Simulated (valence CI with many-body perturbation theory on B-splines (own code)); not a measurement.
# Tm LXIV: electric-dipole lines

Level of theory: configuration interaction combined with many-body perturbation theory (CI+MBPT): four valence electrons over a frozen Dirac-Fock core [He], radial functions for each j: 11 s, 11 p, 10 d, 8 f, 5 g, 2 h, with the one-electron correlation potential Σ1, the two-electron term Σ2, the three-electron term Σ3, Breit, model QED; selected CI, second order for the rest, scaled by the run's own slope (own B-spline code, finite nucleus).

No measured spectrum was set against this ion. As an estimate, large intervals hold to a few tenths of a per cent, small ones and those within an open d or f shell to about a per cent. Among the levels kept, up to 990 cm⁻¹ of a level comes from second order outside the variational space, and about a tenth of that is noise between levels of different J, which matters for small intervals.

Lines 1 to 50 of 535 in falling wavelength, among levels below 11999 eV, chosen from the strongest by gf and those to the six lowest levels. Wavelengths and rates use the calculated energies. Electric multipoles are in the length gauge with retardation, E1 and E2 with the static RPA response of the core. Weak lines are less certain than strong ones. Lines between different terms over intervals too small for the method are left out, as are lines whose strength nearly cancels. The highest levels of a list are the least certain.

Levels are named by their leading jj configuration (3d3/2^4 stands for four electrons in 3d with j = 3/2), which in mixed levels can hold well under half, so a name can repeat and another be missing. Letters in brackets count levels of one name in rising energy.

```csv
λ vac (Å),Upper,Lower,A (s⁻¹),S (a.u.) with core polarisation,S without
82.71,(2s 2p3/2^2 3d5/2) J=3 [c],(2s 2p3/2^2 3p3/2) J=2 [c],2.72e+10,5.32e-02,5.32e-02
82.53,(2s 2p1/2 2p3/2 3d5/2) J=5,(2s 2p1/2 2p3/2 3p3/2) J=4,3.56e+10,1.09e-01,1.09e-01
82.39,(2s 2p3/2^2 3d5/2) J=4 [a],(2s 2p3/2^2 3p3/2) J=3 [a],2.48e+10,6.16e-02,6.16e-02
81.89,(2s 2p1/2^2 3d5/2) J=3,(2s 2p1/2^2 3p3/2) J=2,3.66e+10,6.95e-02,6.95e-02
81.86,(2p1/2^2 2p3/2 3d5/2) J=3,(2p1/2^2 2p3/2 3p3/2) J=2,3.18e+10,6.03e-02,6.03e-02
81.85,(2p1/2^2 2p3/2 3d5/2) J=4,(2p1/2^2 2p3/2 3p3/2) J=3,3.86e+10,9.39e-02,9.39e-02
81.74,(2s 2p3/2^2 3d5/2) J=5,(2s 2p3/2^2 3p3/2) J=4,3.45e+10,1.02e-01,1.02e-01
81.54,(2p1/2 2p3/2^2 3d5/2) J=3,(2p1/2 2p3/2^2 3p3/2) J=2 [a],2.72e+10,5.10e-02,5.10e-02
81.48,(2s 2p1/2 2p3/2 3d5/2) J=2 [c],(2s 2p1/2 2p3/2 3p3/2) J=1 [c],2.68e+10,3.57e-02,3.57e-02
81.35,(2s 2p1/2 2p3/2 3d5/2) J=3 [c],(2s 2p1/2 2p3/2 3p3/2) J=2 [c],2.91e+10,5.42e-02,5.42e-02
81.29,(2s 2p1/2 2p3/2 3d5/2) J=4 [a],(2s 2p1/2 2p3/2 3p3/2) J=3 [a],3.05e+10,7.27e-02,7.27e-02
81.27,(2p1/2 2p3/2^2 3d5/2) J=4,(2p1/2 2p3/2^2 3p3/2) J=3 [a],3.71e+10,8.84e-02,8.84e-02
80.98,(2s^2 2p3/2 3d5/2) J=4,(2s^2 2p3/2 3p3/2) J=3,2.97e+10,7.01e-02,7.01e-02
80.84,(2s^2 2p1/2 3d5/2) J=2,(2s^2 2p1/2 3p3/2) J=1,2.78e+10,3.62e-02,3.62e-02
80.65,(2s^2 2p3/2 3d5/2) J=3,(2s^2 2p3/2 3p3/2) J=2,2.47e+10,4.48e-02,4.48e-02
80.47,(2s 2p3/2^2 3d5/2) J=4 [b],(2s 2p3/2^2 3p3/2) J=3 [b],3.05e+10,7.06e-02,7.06e-02
80.30,(2s 2p1/2 2p3/2 3d5/2) J=4 [b],(2s 2p1/2 2p3/2 3p3/2) J=3 [b],3.05e+10,7.01e-02,7.01e-02
80.21,(2s 2p1/2 2p3/2 3d5/2) J=3 [d],(2s 2p1/2 2p3/2 3p3/2) J=2 [d],3.05e+10,5.43e-02,5.43e-02
80.05,(2s 2p1/2 2p3/2 3d5/2) J=3 [a],(2s 2p1/2 2p3/2 3p3/2) J=2 [a],2.44e+10,4.32e-02,4.32e-02
79.66,(2s 2p3/2^2 3d5/2) J=3 [b],(2s 2p3/2^2 3p3/2) J=2 [b],3.27e+10,5.71e-02,5.71e-02
79.24,(2s 2p1/2 2p3/2 3d5/2) J=4 [c],(2s 2p1/2 2p3/2 3p3/2) J=3 [c],3.83e+10,8.46e-02,8.46e-02
78.04,(2s 2p1/2 2p3/2 3d5/2) J=3 [b],(2s 2p1/2 2p3/2 3p3/2) J=2 [b],1.94e+10,3.18e-02,3.18e-02
77.99,(2s^2 2p1/2 3d5/2) J=3,(2s^2 2p1/2 3p3/2) J=2,3.90e+10,6.40e-02,6.40e-02
77.57,(2s 2p3/2^2 3d5/2) J=2 [b],(2s 2p3/2^2 3p3/2) J=1 [b],3.07e+10,3.53e-02,3.53e-02
76.22,(2p1/2^2 2p3/2 3d5/2) J=2,(2p1/2^2 2p3/2 3p3/2) J=1,2.86e+10,3.13e-02,3.13e-02
75.91,(2s 2p1/2^2 3d5/2) J=2,(2s 2p1/2^2 3p3/2) J=1,4.10e+10,4.43e-02,4.43e-02
57.94,(2s 2p1/2 2p3/2 3p3/2) J=4,(2s^2 2p3/2 3p3/2) J=3,2.81e+10,2.43e-02,2.43e-02
55.20,(2p1/2 2p3/2^2 3p3/2) J=4,(2s 2p3/2^2 3p3/2) J=3 [b],3.94e+10,2.94e-02,2.95e-02
49.96,(2s 2p1/2 2p3/2^2) J=3,(2s^2 2p3/2^2) J=2,1.37e+10,5.90e-03,5.91e-03
49.23,(2s 2p1/2^2 2p3/2) J=2,(2s^2 2p1/2 2p3/2) J=2,1.14e+10,3.37e-03,3.37e-03
48.40,(2p1/2^2 2p3/2 3p3/2) J=3,(2s 2p1/2 2p3/2 3p3/2) J=2 [c],5.19e+10,2.03e-02,2.04e-02
45.95,(2s 2p1/2^2 2p3/2) J=2,(2s^2 2p1/2 2p3/2) J=1,1.61e+10,3.86e-03,3.86e-03
38.21,(2s 2p1/2 2p3/2^2) J=1 [a],(2s^2 2p3/2^2) J=2,2.48e+10,2.05e-03,2.05e-03
37.46,(2p1/2^2 2p3/2 3d5/2) J=4,(2s 2p1/2 2p3/2 3d5/2) J=5,6.87e+10,1.60e-02,1.61e-02
37.29,(2s 2p1/2^2 2p3/2) J=1,(2s^2 2p1/2 2p3/2) J=2,4.59e+10,3.52e-03,3.53e-03
37.10,(2s 2p1/2 2p3/2^2) J=2 [b],(2s^2 2p3/2^2) J=2,2.22e+10,2.79e-03,2.80e-03
35.37,(2s 2p1/2^2 2p3/2) J=1,(2s^2 2p1/2 2p3/2) J=1,1.03e+10,6.76e-04,6.77e-04
34.70,(2s 2p1/2 2p3/2 3d3/2) J=3 [b],(2s 2p1/2 2p3/2 3p1/2) J=2 [b],1.77e+11,2.56e-02,2.56e-02
34.61,(2p1/2 2p3/2^2 3d3/2) J=3 [b],(2p1/2 2p3/2^2 3p1/2) J=2 [b],2.03e+11,2.91e-02,2.91e-02
34.38,(2p1/2 2p3/2^2 3d3/2) J=2 [b],(2p1/2 2p3/2^2 3p1/2) J=2 [b],2.52e+11,2.53e-02,2.53e-02
34.26,(2s 2p1/2 2p3/2 3d3/2) J=2 [d],(2s 2p1/2 2p3/2 3p1/2) J=1 [c],2.54e+11,2.52e-02,2.52e-02
33.91,(2s^2 2p1/2 3d3/2) J=1,(2s^2 2p1/2 3p1/2) J=0,2.65e+11,1.53e-02,1.53e-02
33.84,(2s 2p1/2 2p3/2 3d3/2) J=2 [b],(2s 2p1/2 2p3/2 3p1/2) J=2 [b],2.95e+11,2.82e-02,2.82e-02
33.79,(2p1/2 2p3/2^2 3d3/2) J=1 [b],(2p1/2 2p3/2^2 3p1/2) J=2 [b],3.27e+11,1.87e-02,1.87e-02
33.78,(2s 2p3/2^2 3d5/2) J=3 [a],(2s 2p3/2^2 3p1/2) J=2 [b],1.49e+11,1.98e-02,1.98e-02
33.75,(2s 2p3/2^2 3p3/2) J=3 [a],(2s 2p3/2^2 3s) J=2 [a],2.64e+11,3.51e-02,3.51e-02
33.62,(2p1/2 2p3/2^2 3p3/2) J=1 [a],(2p1/2 2p3/2^2 3s) J=2 [b],3.46e+11,1.95e-02,1.95e-02
33.29,(2s 2p3/2^2 3d3/2) J=2 [b],(2s 2p3/2^2 3p1/2) J=1 [b],2.23e+11,2.03e-02,2.03e-02
33.27,(2s 2p3/2^2 3p3/2) J=1 [b],(2s 2p3/2^2 3s) J=0,4.10e+11,2.24e-02,2.24e-02
33.15,(2s 2p1/2 2p3/2 3d3/2) J=2 [a],(2s 2p1/2 2p3/2 3p1/2) J=2 [a],2.27e+11,2.04e-02,2.04e-02
```
